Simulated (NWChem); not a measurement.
CH$_{4}$Be; SMILES [CH3][BeH]

All runs: NWChem. Geometry: optimised at PBE0/def2-SVP. B3LYP is NWChem's, with the RPA form of VWN correlation. Ions are spin-unrestricted doublets at the neutral geometry; other ion states weren't tried.

For level B3LYP/def2-SVP:

- vertical ionisation energy, ΔSCF (eV) = 11.02
- −ε(HOMO) (eV) = 8.16

Question: What are these values for level PBE/def2-SVP?

Answer: The vertical ionisation energy, ΔSCF (eV) is 10.78 and the −ε(HOMO) (eV) is 7.00.
